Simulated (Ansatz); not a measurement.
`N[SiH]([SiH3])Br` + `[SnH4]` → `N[SiH]([SiH3])[SnH3]` + HBr at 500 K and 1 bar (formal exchange of groups at the Si–Br bond).

Gas-phase electronic energies from Ansatz, PBE0-D4/def2-TZVP geometries. CCSD(T)/CBS adds triple-zeta CCSD(T) − MP2 to the extrapolated MP2 energy (def2 sets, frozen cores). def2 core potentials past Kr. For Br, Sn outer-core shells are correlated without core-valence functions, which leaves a few kJ/mol of doubt a bond. Scalar relativity is left out up to krypton. One conformer a species, not always the lowest.

```tsv
species	CCSD(T)/CBS energy (Eh)	H − E (kJ/mol)	S (J/(mol·K))
`N[SiH]([SiH3])Br`	-3209.86330	211.1	437.3
`[SnH4]`	-216.39156	91.5	258.6
`N[SiH]([SiH3])[SnH3]`	-852.30422	274.1	509.8
HBr	-2573.91920	30.5	213.7
```

H − E and S are ideal-gas, rigid-rotor, harmonic terms from PBE0-D4/def2-TZVP, for one conformer and one mirror image of each species. 1 Eh = 2625.50 kJ/mol, R = 8.31446 J/(mol·K).

Problem. By hand: ΔE, ΔH, ΔS and ΔG.

Solution. ΔE = (-852.30422) + (-2573.91920) − (-3209.86330) − (-216.39156) = 0.03144 Eh = 82.5 kJ/mol. Δ(H − E) = 274.1 + 30.5 − 211.1 − 91.5 = 2.0, so ΔH = 84.5 kJ/mol. ΔS = 509.8 + 213.7 − 437.3 − 258.6 = 27.6 J/(mol·K). ΔG = 84.5 − 500 × (27.6)/1000 = 70.7 kJ/mol.

Problem. By hand: the equilibrium constant, and the temperature at which ΔG would vanish if ΔH and ΔS stayed fixed.

Solution. log₁₀ K = −ΔG/(RT ln 10) = -7.4. ΔG = 0 at ΔH/ΔS = 3062 K, far beyond where these terms or the molecules hold.

ΔH outweighs TΔS. A doubt of 5 kJ/mol in ΔE shifts log₁₀ K by 0.5 here. Other conformers and mirror images would add mixing entropy, several J/(mol·K) or more a flexible species. Modes under 60 cm⁻¹, often nearly free rotors, make the harmonic entropy too high. These are equilibria of isolated gas molecules and say nothing of rates. Largest T1 diagnostic: 0.013 (customary marks: 0.02 for closed shells, 0.045 for open ones).
